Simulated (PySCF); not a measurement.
**Computed vibrations of [Ce(OH)2]2+**

[Ce(OH)2]2+ (singlet). PySCF 2.14.0, RKS PBE0, Ce def2-SVP with ECP28, O def2-SVP, H def2-SVP; non-relativistic Hamiltonian with scalar-relativistic core potentials where named; density fitting; no spin-orbit coupling. Central differences of gradients.

```xyz
5

Ce    0.0000    0.0000   -0.2135
O     1.5725   -0.0344    0.8443
H     2.3735   -0.0519    1.4224
O    -1.5725    0.0344    0.8443
H    -2.3735    0.0519    1.4224
```

Run from Python with OMP_NUM_THREADS=2. Where DIIS fails, smearing, a level shift and second-order steps follow.
It took 65 s on 2 threads of Intel(R) Xeon(R) Platinum 8488C (Sapphire Rapids) (shared host).

(1) What are the harmonic wavenumbers and infrared intensities?

(2) Is this a minimum?

Answers

(1) Modes are labelled in C2v; negative numbers are unstable modes, those under 60 cm⁻¹ near the noise; a finer grid moves soft modes by up to 10 cm⁻¹.
```tsv
cm⁻¹	km/mol	symmetry
104	0.5	a1
467	151.2	b2
499	309.4	a1
527	0.0	a2
544	529.4	b1
757	187.0	b2
776	48.4	a1
3569	1400.3	b2
3591	485.6	a1
```

(2) Yes. Ideal gas at 298.15 K and 1 bar: S = 296.1 J/(mol K), Cp = 67.9 J/(mol K), H − H(0 K) = 14.6 kJ/mol (rigid rotor, harmonic modes, spin degeneracy alone).
